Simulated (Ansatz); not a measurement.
Start from `C[SiH2]C(Cl)Cl` and change one atom or group to get `FC(Cl)Cl`.

Ansatz, PBE0-D4/def2-TZVP geometries, multiplicity 1. Each molecule was computed in one conformer, which needn't be the lowest.

```json
{"property": "size of the dipole moment (B3LYP/def2-TZVPP) / D", "`C[SiH2]C(Cl)Cl`": "1.42"}
{"property": "HOMO–LUMO gap (PBE0/def2-TZVPP) / eV", "`C[SiH2]C(Cl)Cl`": "7.77"}
{"property": "size of the dipole moment (PBE/def2-TZVPP) / D", "`C[SiH2]C(Cl)Cl`": "1.31"}
{"property": "HOMO energy (ωB97M-V/def2-TZVPP) / eV", "`C[SiH2]C(Cl)Cl`": "-10.31"}
{"property": "LUMO energy (ωB97M-V/def2-TZVPP) / eV", "`C[SiH2]C(Cl)Cl`": "1.62"}
{"property": "LUMO energy (PBE/def2-TZVPP) / eV", "`C[SiH2]C(Cl)Cl`": "-1.33"}
```

Q: Give the same properties after the change, and the shifts. (Estimate.)

A: Computed: 
```tsv
property	`FC(Cl)Cl`	shift
size of the dipole moment (B3LYP/def2-TZVPP) / D	1.25	-0.17
HOMO–LUMO gap (PBE0/def2-TZVPP) / eV	8.86	1.09
size of the dipole moment (PBE/def2-TZVPP) / D	1.16	-0.15
HOMO energy (ωB97M-V/def2-TZVPP) / eV	-11.40	-1.09
LUMO energy (ωB97M-V/def2-TZVPP) / eV	1.94	0.32
LUMO energy (PBE/def2-TZVPP) / eV	-1.39	-0.06
```

Dipoles are sizes alone; their direction can turn.

B3LYP here is the variant with VWN-RPA as its local correlation; programs differ in this.
